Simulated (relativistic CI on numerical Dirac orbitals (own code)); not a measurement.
**Re XXXIX: q coefficients and field-shift factors**

Calculated at this level of theory: Dirac-Coulomb-Breit CI, KLI orbitals optimised for each configuration, derivatives by finite differences, unscaled Slater integrals, QED left out (own radial code, finite nucleus).

Configurations in the expansion (outside the closed core [Ar] 3d10): 4s2 4p6 4d, 4s2 4p6 4f, 4s2 4p5 4d2, 4s 4p6 4d2, 4s2 4p5 4d 4f, 4s 4p6 4d 4f. Double excitations out of closed p, d and f shells are left out; levels of such configurations are missing from the list, as are those of other unlisted configurations, and high levels can miss mixing partners.

With x = (α/α₀)² − 1 an excitation energy changes as ω = ω₀ + qx; K = 2q/ω₀ is the relative enhancement. Terms are leading LS components, so labels can repeat. The field-shift factor is F = δν/δ⟨r²⟩ for the transition from the lowest level.

Lowest level 4s2 4p6 4d 2D_3/2.

| Level | ω₀ (cm⁻¹) | q (cm⁻¹) | F (GHz/fm²) |
| --- | --- | --- | --- |
| 4s2 4p6 4d 2D_5/2 | 165330 | 167900 | 4.71 |
| 4s2 4p5 4d2 4D°_3/2 | 1259692 | 58470 | 10.8 |
| 4s2 4p5 4d2 4D°_1/2 | 1261006 | 71930 | 11.4 |
| 4s2 4p5 4d2 4F°_5/2 | 1287956 | 61760 | 10.7 |
| 4s2 4p5 4d2 4G°_7/2 | 1302772 | 56360 | 9.48 |
| 4s2 4p5 4d2 4P°_3/2 | 1364669 | 73160 | 10.8 |
| 4s2 4p5 4d2 4D°_5/2 | 1402768 | 219400 | 14.8 |
| 4s2 4p5 4d2 4G°_9/2 | 1427793 | 220800 | 13.5 |
| 4s2 4p5 4d2 4D°_7/2 | 1430606 | 226700 | 14.6 |
| 4s2 4p5 4d2 4D°_3/2 | 1448901 | 226000 | 15.4 |
| 4s2 4p5 4d2 4P°_5/2 | 1453023 | 225600 | 15.2 |
| 4s2 4p5 4d2 2H°_11/2 | 1462485 | 227800 | 13.7 |
| 4s2 4p5 4d2 2G°_7/2 | 1471692 | 220500 | 15.2 |
| 4s2 4p5 4d2 4P°_1/2 | 1488528 | 225200 | 15.1 |
| 4s2 4p5 4d2 2F°_7/2 | 1508402 | 226400 | 16 |
| 4s2 4p5 4d2 4D°_5/2 | 1513283 | 224600 | 15.6 |
| 4s2 4p5 4d2 2D°_3/2 | 1523914 | 225600 | 15.9 |
| 4s2 4p5 4d2 2G°_9/2 | 1530155 | 230700 | 15.9 |
| 4s2 4p5 4d2 2F°_5/2 | 1568309 | 213600 | 17.8 |
| 4s2 4p5 4d2 4G°_11/2 | 1596912 | 376800 | 17.8 |
| 4s2 4p5 4d2 2D°_3/2 | 1615861 | 271600 | 4.84 |
| 4s2 4p5 4d2 2D°_5/2 | 1617150 | 386200 | 19.6 |
| 4s2 4p5 4d2 2F°_7/2 | 1618461 | 360900 | 18.7 |

At this charge energies of transitions that change n are usually good to better than 1 %, and those within a shell (Δn = 0) to a few per cent.

Task: Which transition from the lowest level has the largest |K|?

Result: 4s2 4p6 4d 2D_5/2 at 165330 cm⁻¹, K = 2.03.
